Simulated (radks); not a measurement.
The numbers below are computed, except where a source is named.
Task: The mean radii <r> (bohr) of the occupied orbitals of an atom or ion are listed with their occupations. Code: a radial shooting solver on a logarithmic mesh with Libxc functionals. Model: non-relativistic Kohn-Sham, HCTH/407, spin-polarised, spherical densities, point nucleus.

| orbital | occ. | <r> |
|---|---|---|
| 1s up | 1 | 0.7565 |

Name the element and its charge. Open shells, if any, are filled with parallel spins first.

Result: Z = 2, helium, charge +1: He+ in 1s1. The 1s radius gives Z: for a bare nucleus <r> = 1.5/Z, 0.75 bohr for Z = 2, and the self-interaction of the functional makes it slightly larger (0.7565 here). The occupations add up to 1, and the charge is Z minus that.
